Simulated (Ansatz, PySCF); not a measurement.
Torsion N1–Pb2–Si3–H6 in H5NPbSi (SMILES [NH2][Pb][SiH3]); at each angle all else is relaxed with GFN2-xTB, and the levels are single points there.
Geometry at 120° (charge 0, multiplicity 1):
| atom | x (Å) | y (Å) | z (Å) |
|---|---|---|---|
| N | 1.9938 | -0.1414 | 0.1456 |
| Pb | 0.5671 | -0.1141 | 1.7243 |
| Si | -1.4798 | 0.0645 | 0.0281 |
| H | 1.8078 | -0.0962 | -0.8427 |
| H | 2.9936 | -0.2039 | 0.2536 |
| H | -2.4584 | -1.0310 | 0.0922 |
| H | -2.3389 | 1.2473 | 0.1859 |
| H | -1.1255 | 0.1032 | -1.3923 |

On the grid 0° to 120°, 60° is the highest and 120° the lowest point at MP2/CBS(def2-TZVPP, def2-QZVPP) + ΔCCSD(T)/def2-TZVPP.

Correlated levels freeze the cores. Filled d and f shells under p-block atoms count as core.

Programs: Ansatz (a program for electronic structure); PySCF for the dispersion terms.  In def2 rows elements past Kr take small-core potentials, without spin–orbit coupling.

### Question
Estimate the energy at 60° less that at 120° that r2SCAN-D4/def2-TZVPP returns for this input.

### Answer
19 meV
